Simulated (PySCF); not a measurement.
Molecule: SMILES [BH2-]1[NH2+][B-](N)(O)[NH2+]1, B2H9N3O.

Geometry (Å), atoms numbered from 1 in this order:
```xyz
15

N     1.855    0.514   -0.516
B     0.801   -0.273    0.140
O     1.314   -1.215    1.059
N    -0.335   -0.957   -0.858
B    -1.454   -0.144   -0.075
N    -0.379    0.662    0.771
H     2.756    0.049   -0.545
H     1.663    0.944   -1.412
H     0.632   -1.664    1.563
H    -0.374   -1.970   -0.789
H    -0.227   -0.721   -1.841
H    -2.111   -0.882    0.641
H    -2.118    0.571   -0.806
H    -0.249    1.641    0.528
H    -0.447    0.606    1.784
```

Geometry PBE0-D3(BJ)/def2-SVP throughout; GIAO in PySCF 2.14.0 with density-fitted response routines, gas phase, one conformer, non-relativistic; equivalent atoms averaged; functional PBE0.

For orientation, 6-31G gives these shifts δ (against NH3, BF3·OEt2, H2O, TMS at the same level): N4/N6 37.6, B2 -4.0, B5 -20.2, O3 52.0, H13 3.29, H12 3.24, H11/H14 1.28, H7/H8 -0.23, H9 0.07 ppm.

A run gave: N4/N6 49.6, B2 -0.2, B5 -19.1, O3 63.3, H13 2.56, H12 2.56, H11/H14 1.38, H7/H8 -0.06, H9 0.16 ppm (shifts δ (against NH3, BF3·OEt2, H2O, TMS at the same level)).

Question: Which basis set was used in that run?
A. STO-3G
B. pcSseg-1
C. 6-31G*
D. 6-311+G(2d,p)
E. def2-SVP

Answer: E. H13 tells them apart best: def2-SVP gives 2.56, STO-3G gives 1.70, 6-31G* gives 2.99, 6-311+G(2d,p) gives 2.80, pcSseg-1 gives 2.79 ppm.
